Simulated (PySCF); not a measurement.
(E)-1-bromo-1-fluoroprop-1-ene (C3H4BrF), SMILES C/C=C(\F)Br. Atoms are numbered in the order given.

```xyz
9

C      0.3914     2.9302     0.0000
C      0.7100     1.4653     0.0000
C     -0.2137     0.5046     0.0000
F     -1.5222     0.7543     0.0000
Br     0.1618    -1.3514     0.0000
H      0.8241     3.4251     0.8860
H     -0.6925     3.1081     0.0000
H      0.8241     3.4251    -0.8860
H      1.7553     1.1501     0.0000
```

Geometry: B3LYP-D3(BJ)/def2-SVP.

These are PySCF with PBE0/def2-TZVP values and carry that method's errors.

Isolated molecule, no solvent.

```yaml
total_energy: -2790.24835 hartree
point_group: Cs
highest_occupied_level: -7.14 eV
lowest_empty_level: -0.03 eV
orbital_gap: 7.11 eV
dipole_moment: 0.370 e·Å
quadrupole, principal values (traceless, Buckingham form, about the centre of nuclear charge): -3.17, -2.38, 5.55 D·Å
mean_static_polarisability: 57.9 bohr³ (8.59 Å³)
polarisability_principal_values: 40.1, 49.8, 83.8 bohr³
```
